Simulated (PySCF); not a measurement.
Species: 3-ethylpentane, C7H16.
Atom-mapped SMILES: `[CH3:1][CH2:2][CH:3]([CH2:4][CH3:5])[CH2:6][CH3:7]` (hydrogens: H8, H9, H10 on C1; H11, H12 on C2; H13 on C3; H14, H15 on C4; H16, H17, H18 on C5; H19, H20 on C6; H21, H22, H23 on C7)

Cartesian coordinates in Å at the PBE0-D3(BJ)/def2-SVP level; atoms count from 1:
```
atom  x, y, z in Å
C1     1.0696   -2.0738    0.0222
C2     0.3748   -1.1652   -0.9824
C3    -0.0450    0.2137   -0.4528
C4     1.1728    1.0782   -0.1077
C5     0.8722    2.5563    0.0917
C6    -1.0336    0.1342    0.7151
C7    -2.3114   -0.6363    0.4207
H8     1.9819   -1.6133    0.4318
H9     0.4160   -2.3200    0.8739
H10    1.3650   -3.0249   -0.4465
H11   -0.5128   -1.6830   -1.3827
H12    1.0376   -1.0094   -1.8514
H13   -0.5705    0.7170   -1.2882
H14    1.9155    0.9717   -0.9177
H15    1.6605    0.6792    0.7994
H16    0.3923    2.9888   -0.8016
H17    1.7939    3.1272    0.2814
H18    0.2010    2.7335    0.9457
H19   -0.5264   -0.3081    1.5913
H20   -1.3008    1.1592    1.0195
H21   -3.0161   -0.5751    1.2641
H22   -2.8235   -0.2336   -0.4685
H23   -2.1188   -1.7042    0.2346
```

All values: CAM-B3LYP/def2-SVPD (PySCF, non-relativistic), on one gas-phase PBE0-D3(BJ)/def2-SVP geometry that isn't relaxed in the solvent. The solvent is an IEF-PCM continuum (Bondi radii, 1.10 Å for H, scaled by 1.2), and excitations are vertical TDDFT with non-equilibrium linear response and a frozen core. Only the electrostatic response of the medium enters.

Gas-phase singlets (H = HOMO, L = LUMO):

| state | E (eV) | λ (nm) | f | leading configurations |
| --- | --- | --- | --- | --- |
| S1 | 8.522 | 145 | 0.000 | H→L 87% |
| S2 | 8.633 | 144 | 0.001 | H-1→L 82% |
| S3 | 8.735 | 142 | 0.012 | H-2→L 84% |
| S4 | 8.912 | 139 | 0.004 | H→L+1 43%, H-3→L 17% |
| S5 | 8.969 | 138 | 0.009 | H→L+2 55%, H→L+3 18% |

Q: Give the list for benzene (ε = 2.271), n² = 2.25.

A: 
```csv
state,E (eV),λ (nm),f,leading configurations,change by rank (eV)
S1,8.503,146,0.001,H→L 86%,-0.019
S2,8.610,144,0.002,H-1→L 81%,-0.023
S3,8.704,142,0.018,H-2→L 82%,-0.031
S4,8.880,140,0.008,"H→L+1 44%, H-3→L 16%",-0.032
S5,8.946,139,0.020,"H→L+2 53%, H→L+3 16%",-0.023
```

Q: What are the lowest 5 singlets in acetonitrile (ε = 35.69)?

A: 
```tsv
state	E (eV)	λ (nm)	f	leading configurations	change by rank (eV)
S1	8.509	146	0.001	H→L 86%	-0.013
S2	8.617	144	0.002	H-1→L 81%	-0.016
S3	8.709	142	0.016	H-2→L 82%	-0.026
S4	8.882	140	0.006	H→L+1 46%, H-3→L 16%	-0.030
S5	8.955	138	0.017	H→L+2 53%, H→L+3 18%	-0.014
```

Q: How do the frontier levels move from gas to acetonitrile?

A: 
```json
{"orbital": "LUMO+2", "gas (eV)": "1.86", "solvent (eV)": "2.00", "change (eV)": "+0.14", "Löwdin shares, gas": "C1 12 %, H13 10 %, H8 10 %, H15 8 %", "Löwdin shares, solvent": "C1 12 %, H8 10 %, H13 9 %, H22 8 %"}
{"orbital": "LUMO+1", "gas (eV)": "1.77", "solvent (eV)": "1.90", "change (eV)": "+0.13", "Löwdin shares, gas": "C5 21 %, H17 10 %, C7 8 %, H16 7 %", "Löwdin shares, solvent": "C5 21 %, H17 10 %, C7 8 %, H16 7 %"}
{"orbital": "LUMO", "gas (eV)": "1.40", "solvent (eV)": "1.55", "change (eV)": "+0.15", "Löwdin shares, gas": "C7 11 %, C1 11 %, C5 8 %, C6 6 %", "Löwdin shares, solvent": "C7 12 %, C1 11 %, C5 8 %, C2 6 %"}
{"orbital": "HOMO", "gas (eV)": "-9.90", "solvent (eV)": "-9.75", "change (eV)": "+0.15", "Löwdin shares, gas": "C3 16 %, C2 16 %, C6 12 %, C4 9 %", "Löwdin shares, solvent": "C3 17 %, C2 16 %, C6 12 %, C4 9 %"}
{"orbital": "HOMO-1", "gas (eV)": "-10.02", "solvent (eV)": "-9.86", "change (eV)": "+0.16", "Löwdin shares, gas": "C3 19 %, C4 17 %, C6 11 %, C2 9 %", "Löwdin shares, solvent": "C3 19 %, C4 17 %, C6 11 %, C2 9 %"}
{"orbital": "HOMO-2", "gas (eV)": "-10.11", "solvent (eV)": "-9.95", "change (eV)": "+0.16", "Löwdin shares, gas": "C3 22 %, H13 14 %, C6 14 %, C2 10 %", "Löwdin shares, solvent": "C3 22 %, C6 14 %, H13 14 %, C2 10 %"}
{"orbital": "HOMO-3", "gas (eV)": "-10.67", "solvent (eV)": "-10.52", "change (eV)": "+0.15", "Löwdin shares, gas": "C4 13 %, C2 11 %, C5 10 %, C1 10 %", "Löwdin shares, solvent": "C4 13 %, C2 11 %, C5 10 %, C1 10 %"}
```

The HOMO–LUMO gap goes from 11.30 to 11.29 eV.
